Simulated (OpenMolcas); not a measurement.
**Tl II: effect of the active space**

* Program: OpenMolcas
* Method: MS-CASPT2 or its RAS form, IPEA 0.25 Eh, imaginary shift 0.1 Eh
* Basis: ANO-RCC-VTZP
* Scalar Hamiltonian: DKH2, point nucleus
* Spin-orbit coupling: RASSI with atomic mean-field integrals over the reference wave functions, term energies averaged over their components

A. 2 electrons in 4 orbitals (6s 6p); 2S+1 = 3 even, 3 roots; 2S+1 = 1 even, 7 roots; 2S+1 = 3 odd, 3 roots; 2S+1 = 1 odd, 3 roots; closed shells correlated: 5d; CASPT2 step of the order of 4 core-seconds
B. 2 electrons in 8 orbitals (6s 6p 7s 7p); 2S+1 = 3 even, 3 roots; 2S+1 = 1 even, 7 roots; 2S+1 = 3 odd, 3 roots; 2S+1 = 1 odd, 3 roots; closed shells correlated: 5d; CASPT2 step of the order of 6 core-seconds
C. 2 electrons in 9 orbitals (RAS2 6s 6p; RAS3 6d, at most 2 electrons); 2S+1 = 3 even, 3 roots; 2S+1 = 1 even, 7 roots; 2S+1 = 3 odd, 3 roots; 2S+1 = 1 odd, 3 roots; closed shells correlated: 5d; CASPT2 step roughly 8 core-seconds

Energies in cm-1 above 6s2 1S0, the measured ground level; measured values from NIST Handbook of Basic Atomic Spectroscopic Data.

```csv
Level,A,B,C,Measured
6s2 1S0,0.0,0.0,0.0,0.0
6s 6p 3P* 0,50780,50350,51120,49451
6s 6p 3P* 1,53400,52940,53660,52394
6s 6p 3P* 2,60410,59970,60760,61728
6s 6p 1P* 1,74730,73980,74350,75663
```

Deviations, from unrounded energies. A percentage is the sum of absolute deviations over the sum of measured energies, with the sign that they share, or ± where signs differ.

| Against measurement | Levels | A | B | C |
| --- | --- | --- | --- | --- |
| mean absolute deviation (cm-1) | 4 | 1100 | 1200 | 1300 |
| other configurations (%) | 4 | ±1.9 | ±2.0 | ±2.2 |

A lies closest to measurement on these levels and C furthest from it. The largest miss of A in the table is 6s 6p 3P* 0, by +1300 cm-1. The ranking rests on the paired levels alone, and a cruder setting can come out closer through cancelling errors.

Among A to C the level of the table that moves most is 6s 6p 3P* 2, by 790 cm-1 (lowest in B, highest in C). Moves below CASPT2's spread within the term are not significant.

Over all roots computed the reference weight is 0.87 to 0.93 in A, 0.86 to 0.93 in B; the roots of lowest weight are the least certain, and an intruder state may touch them. Spin-orbit splittings of 6p shells tend to come out small when the coupling is added on scalar orbitals. The run also gave levels led by 6s 7s, which use shells meant for correlation; these and all levels above them are left out (holds for B). Active for correlation alone: 6d; no level in the range computed is led by a configuration that fills it, so any true level of that kind is missing (holds for C). Measured partners are found by configuration, term and J. A level has none where our copy of the source lacks it or the pairing is in doubt (some pairs that miss far off the trend of their configuration count as doubtful), and it then counts in no deviation. Only configurations of the active space appear. Levels that lie high or do not pair safely by name in every column are left out.

* marks odd parity.
